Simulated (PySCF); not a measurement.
Two species compared at the same levels of theory.

First species: CH10Si4.
Atom-mapped SMILES: `[CH3:1][SiH:2]1[SiH2:3][SiH2:4][SiH2:5]1` (hydrogens: H6, H7, H8 on C1; H9 on Si2; H10, H11 on Si3; H12, H13 on Si4; H14, H15 on Si5)

Geometry (GFN2-xTB, Å), atoms numbered from 1 in this order:
```xyz
15
CH10Si4 angstrom
C      2.2876   -0.5321   -0.5753
Si     0.8994   -0.2270    0.6949
Si    -1.0614   -1.4714    0.2428
Si    -2.2060    0.5306   -0.2315
Si    -0.2873    1.7836    0.3103
H      2.7021   -1.5322   -0.4878
H      1.9106   -0.4224   -1.5883
H      3.1051    0.1724   -0.4521
H      1.5512   -0.4109    2.0072
H     -1.6030   -2.2515    1.3638
H     -0.9945   -2.4675   -0.8363
H     -2.7042    0.6776   -1.6065
H     -3.4053    0.7987    0.5727
H     -0.4303    2.6775    1.4678
H      0.2315    2.6826   -0.7311
```

Second species: N-methylformamide, C₂H₅NO.
Z-matrix (Å and degrees, GFN2-xTB geometry), rows numbered from 1:
```
C 
N   1  1.4435
C   2  1.3450  1  122.29
O   3  1.2047  2  125.52  1     0.03
H   1  1.0913  2  110.74  3   119.51
H   1  1.0886  2  107.27  3     0.11
H   1  1.0914  2  110.80  3  -119.21
H   2  1.0070  1  117.68  3  -179.92
H   3  1.1065  2  111.69  1   179.99
```

Levels: wB97X-D/def2-SVPD for dipole moment, HOMO energy, LUMO energy, HOMO–LUMO gap, static isotropic polarisability and electronic spatial extent ⟨r²⟩ about the centre of nuclear charge; TDDFT wB97X-D/def2-SVPD for lowest singlet excitation; TDA wB97X-D/def2-SVPD for lowest triplet excitation (Tamm–Dancoff); GFN2-xTB for rotational constant A and rotational constant C. Geometries: GFN2-xTB. Each species is one conformer at its optimised geometry, gas phase, non-relativistic unless stated; the electronic structure was computed with PySCF and density fitting.

The conformers computed, where there is a choice (atom-mapped SMILES and torsion angles):
- `[CH3:1][NH:2][CH:3]=[O:4]`: C1–N2–C3–O4 0°

Values for the first species:

* Dipole moment: 0.85 D
* HOMO energy: -9.13 eV
* LUMO energy: 0.19 eV
* HOMO–LUMO gap: 9.32 eV
* Lowest singlet excitation: 4.64 eV
* Lowest triplet excitation (Tamm–Dancoff): 4.41 eV
* Static isotropic polarisability: 129.3 au
* Electronic spatial extent ⟨r²⟩ about the centre of nuclear charge: 1222 bohr²
* Rotational constant A: 2.297 GHz
* Rotational constant C: 1.060 GHz

Estimate the same properties for the second species, and the change in each.

```json
{"property": "dipole moment", "first": "0.85 D", "second": "4.07 D", "second less first": "+3.22 D"}
{"property": "HOMO energy", "first": "-9.13 eV", "second": "-9.51 eV", "second less first": "-0.38 eV"}
{"property": "LUMO energy", "first": "0.19 eV", "second": "2.15 eV", "second less first": "+1.96 eV"}
{"property": "HOMO–LUMO gap", "first": "9.32 eV", "second": "11.66 eV", "second less first": "+2.34 eV"}
{"property": "lowest singlet excitation", "first": "4.64 eV", "second": "5.90 eV", "second less first": "+1.26 eV"}
{"property": "lowest triplet excitation (Tamm–Dancoff)", "first": "4.41 eV", "second": "5.43 eV", "second less first": "+1.02 eV"}
{"property": "static isotropic polarisability", "first": "129.3 au", "second": "38.0 au", "second less first": "-91.3 au"}
{"property": "electronic spatial extent ⟨r²⟩ about the centre of nuclear charge", "first": "1222 bohr²", "second": "277 bohr²", "second less first": "-945 bohr²"}
{"property": "rotational constant A", "first": "2.297 GHz", "second": "20.114 GHz", "second less first": "+17.817 GHz"}
{"property": "rotational constant C", "first": "1.060 GHz", "second": "4.919 GHz", "second less first": "+3.859 GHz"}
```

On the first: The 8 singlets span 4.64 to 6.64 eV, and their oscillator strengths add up to 0.46. The principal polarisabilities are 104.5, 137.9 and 145.4 au; their mean is the isotropic value.

On the second: The vertical singlet–triplet gap S1 − T1 is 0.47 eV (TDDFT singlet less Tamm–Dancoff triplet). The principal polarisabilities are 28.8, 39.0 and 46.3 au; their mean is the isotropic value.
